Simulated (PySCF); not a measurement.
C4H8BN, SMILES C1B(CC=C1)N. Coordinates come from a PBE-D3(BJ)/def2-SVP optimisation. The structure was generated by enumeration, and PubChem lists no compound with its InChIKey, so it may never have been made. The values are those of a single conformer.

Calculation: PBE-D3(BJ)/def2-SVP (PySCF).

Harmonic wavenumbers (cm⁻¹): 84, 305, 340, 351, 515, 516, 546, 665, 717, 741, 741, 811, 875, 929, 940, 942, 1068, 1072, 1088, 1112, 1174, 1208, 1322, 1347, 1347, 1407, 1560, 1640, 2939, 2942, 2970, 2971, 3083, 3107, 3509, 3606. Rotational constants (GHz): 6.760, 3.132, 2.199; symmetry number 2.

Problem. Work out the zero-point energy and the ideal-gas rigid-rotor harmonic-oscillator thermochemistry at 298.15 K and 1 atm.

Solution. ZPE = ½ Σ hcν = ½ × 50491 cm⁻¹ = 302.00 kJ/mol. H − E(el) = 320.89 kJ/mol. Entropy in J/(mol K): translation 163.54, rotation 104.43, vibration 48.87, total 316.84. G − E(el) = 226.42 kJ/mol. Cp = 109.79 J/(mol K). Modes under 150 cm⁻¹ make the vibrational entropy uncertain.
